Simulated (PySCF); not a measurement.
B(F)2(OAc) (C₂H₃BF₂O₂), SMILES CC(=O)OB(F)F. Geometry: PBE-D3(BJ)/def2-SVP. One conformer was computed; it need not be the lowest.

Computed equilibrium geometry at PBE-D3(BJ)/def2-SVP (PySCF confirms it by a frequency run) as Cartesian coordinates in Å (one conformer of several):
```xyz
10

B      0.7270     0.2350     0.9656
F      0.3176    -0.7749     1.7180
F      1.5590     1.1306     1.4828
O      0.3927     0.3695    -0.3640
C     -0.7585    -0.1707    -0.9317
C     -0.6026    -0.2947    -2.4219
O     -1.7323    -0.4475    -0.2780
H     -1.5341    -0.6842    -2.8661
H      0.2455    -0.9694    -2.6558
H     -0.3521     0.6935    -2.8564
```
